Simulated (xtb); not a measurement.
Harmonic IR lines of one isomer of CH$_{5}$NSi$_{2}$, unscaled. All values below come from GFN2-xTB (xtb).

wavenumber (cm⁻¹): 247 (vw), 366 (m), 438 (w), 502 (w), 603 (w), 668 (m), 733 (m), 811 (s), 836 (m), 1023 (w), 1201 (m), 1302 (vs), 2261 (s), 2289 (vs), 2304 (m), 2981 (w)

Identify which structure gives these lines.
A. `C1=[SiH][SiH2]N1`
B. `[H]/N=[SiH]\C=[SiH2]`
C. `C1=N[SiH2][SiH2]1`
D. `C=N[SiH]=[SiH2]`

B, `[H]/N=[SiH]\C=[SiH2]`
